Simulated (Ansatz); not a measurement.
Geometry optimisation, Ansatz 0.2.0, RKS PBE-D4/def2-SVP.

Input file:

```yaml
crystal:
  periodic: [false, false, false]
  atoms:
    - { symbol: Si, position_ang: [0.0, 0.0, 0.0] }
    - { symbol: "N", position_ang: [0.0, 0.0, 2.17] }
    - { symbol: H, position_ang: [-0.877, -0.2713, 2.7] }
    - { symbol: H, position_ang: [0.877, 0.2713, 2.7] }
    - { symbol: F, position_ang: [1.4994, 0.0, -0.5295] }
    - { symbol: "N", position_ang: [-0.8572, 1.4851, -0.6061] }
    - { symbol: H, position_ang: [-1.8773, 1.43, -0.8888] }
    - { symbol: H, position_ang: [-0.3367, 2.4058, -0.6766] }
    - { symbol: F, position_ang: [-0.7489, -1.2974, -0.5295] }
    - { symbol: S, position_ang: [1.2839, -1.9497, 0.7757] }
    - { symbol: H, position_ang: [0.4989, -3.103, 0.6585] }
    - { symbol: H, position_ang: [0.6868, -1.0429, 1.948] }
basis:
  gaussian: { orbitals: def2-SVP }
hamiltonian:
  xc: pbe
  dispersion: d4
relax:
  f_tol: 0.15
  max_steps: 25
  restrain:
    - { distance: [0, 9], at: 2.16, k: 30.0 }
    - { distance: [11, 1], at: 1.06, k: 30.0 }
    - { distance: [0, 1], at: 3.02, k: 30.0 }
    - { distance: [11, 9], at: 2.6, k: 30.0 }
```

Command:

```bash
$ ansatz run input.yaml --threads 4 --pin off --max-ram 5120MiB --backend cpu --events-out ev --progress --plain --runs-dir out
```

Q: Where does it end, and by what steps?

A: The run converged. The restraints hold the end off the free minimum; the threshold counts their pulls, which the force column leaves out. Restrained pairs: Si1–S10 (2.46 → 2.16 Å), N2–H12 (1.27 → 1.04 Å), Si1–N2 (2.17 → 3.02 Å), S10–H12 (1.60 → 2.60 Å). After 22 steps the energy has fallen by 3.876 eV (the restraints' own energy left out); H7 moved furthest, 2.30 Å.

```csv
step,energy less start (eV),largest force component (eV/Å),accepted
0,0.0000,3.752,yes
1,-0.0570,3.414,yes
2,-0.0697,3.617,yes
3,-1.3090,2.261,yes
4,-2.0183,1.447,yes
5,-2.4770,1.585,yes
6,-2.8117,1.097,yes
7,-2.9250,1.683,yes
8,-3.1514,1.014,yes
9,-3.2485,1.042,yes
10,-3.3539,0.944,yes
11,-3.4378,0.797,yes
12,-3.4945,0.907,yes
13,-3.5271,1.007,yes
14,-3.5752,1.323,yes
15,-3.6268,0.936,yes
16,-3.6769,0.924,yes
17,-3.7394,0.571,yes
18,-3.7805,0.539,yes
19,-3.8147,0.566,yes
20,-3.8253,1.091,yes
21,-3.8665,0.447,yes
22,-3.8764,0.402,yes
```

```xyz
12
Properties=species:S:1:pos:R:3
Si 0.171 -0.388 -0.529
N -0.643 0.030 2.354
H -1.611 -0.318 2.339
H -0.500 0.417 3.296
F 0.479 -0.562 -2.122
N -0.084 1.262 -0.223
H -0.275 1.469 0.766
H 0.393 1.989 -0.757
F -1.156 -1.295 -0.249
S 1.799 -1.311 0.549
H 1.621 -2.540 -0.020
H -0.045 -0.825 2.316
```

Time of the run: 18 s on 4 threads of Intel(R) Xeon(R) 6975P-C (Granite Rapids), with other jobs on the host, peak memory 0.2 GiB.
